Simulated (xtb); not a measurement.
HO4S, SMILES [O]S(=O)(=O)O (connectivity only; charge and spin as stated), charge -1, multiplicity 1. All values are semi-empirical tight-binding results from xtb (GFN2-xTB unless named), good for trends rather than for accurate numbers. The structure is a stationary point at GFN2-xTB. The spin state was assumed, not searched. The isomer is the one that the SMILES or the coordinates give; other isomers of the formula were not compared. The values are those of a single conformer.

Optimised geometry:

Bonded distances (Å): O1–S2 1.451, S2–O3 1.461, S2–O4 1.448, S2–O5 1.667, O5–H6 0.951. Angles (°): O1–S2–O3 113.9, O1–S2–O4 114.4, O1–S2–O5 105.3, O3–S2–O4 114.7, O3–S2–O5 101.1, O4–S2–O5 105.6, S2–O5–H6 92.6.
Charge -1, spin multiplicity 1.

The geometry has at least one imaginary mode, so it is a saddle point at that level.

Computed properties:
```
Property                                          Result
----------------------------------------  --------------
orbital gap                                      8.58 eV
static polarisability (D4 model)              46.2 bohr³
solvation energy, GFN2-xTB/ALPB(water)    -73.5 kcal/mol
solvation energy, GFN2-xTB/ALPB(octanol)  -45.7 kcal/mol
```

**Question.** Give the atomic charges and the Wiberg bond orders between heavy atoms. (Estimate from the structure and the level; the computed values follow.)

**Answer.** charges (e) O1 -0.70, S2 1.42, O3 -0.73, O4 -0.69, O5 -0.62, H6 0.31. Bond orders O1–S2 1.42, S2–O3 1.38, S2–O4 1.44, S2–O5 0.81.
